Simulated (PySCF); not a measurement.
## A computed series [MCl2]+

Computed with PySCF 2.14.0, PBE0, def2-SVP on the ligands, density fitting, scalar-relativistic core potentials, no spin-orbit coupling, vacuum. Each member is relaxed from one template within its symmetry. Distances are means of the shortest metal–ligand contacts, charges and spins Mulliken's; removal energies are rigid, with the ligand's formal charge and no counterpoise, so too large; for an anion taken off a cation in vacuum most of it is the attraction of opposite charges, and multiply charged cations can part far more cheaply with an electron moved from ligand to metal. lcecp potentials hold a fixed number of 4f electrons in the core, out of states, spins and gaps.

```tsv
metal	basis on the metal	point group	M–Cl (Å)	charge on M (e)	removal of one Cl (eV)	strongest infrared band, degenerate modes summed (cm⁻¹)	unstable modes (below −25 cm⁻¹)
Y	def2-SVP with ECP28	C2v	2.346	1.20	15.02	442	0
Ce	lcecp-1-SVP with ECP47	C2v	2.483	1.36	14.21	386	0
Pm	lcecp-1-SVP with ECP50	C2v	2.434	1.32	14.49	387	0
Ho	lcecp-1-SVP with ECP56	C2v	2.361	1.28	14.98	401	0
Lu	lcecp-1-SVP with ECP60	C2v	2.324	1.24	15.28	407	0
Bi	def2-SVP with ECP60	C2v	2.383	1.21	15.68	389	0
```

Task: A further member has point group C2v, M–Cl (Å) 2.396, charge on M (e) 1.30, removal of one Cl (eV) 14.73, strongest infrared band, degenerate modes summed (cm⁻¹) 391, unstable modes (below −25 cm⁻¹) 0. Which metal is it?

Result: Gd, lcecp-1-SVP with ECP53. This is one of several that fit.

From Ce to Lu the M–Cl distance shrinks by 0.16 Å, the lanthanide contraction, and the energy to remove one Cl rises by 1.07 eV.

One start shape was tried for each, so a minimum needn't be the lowest isomer.
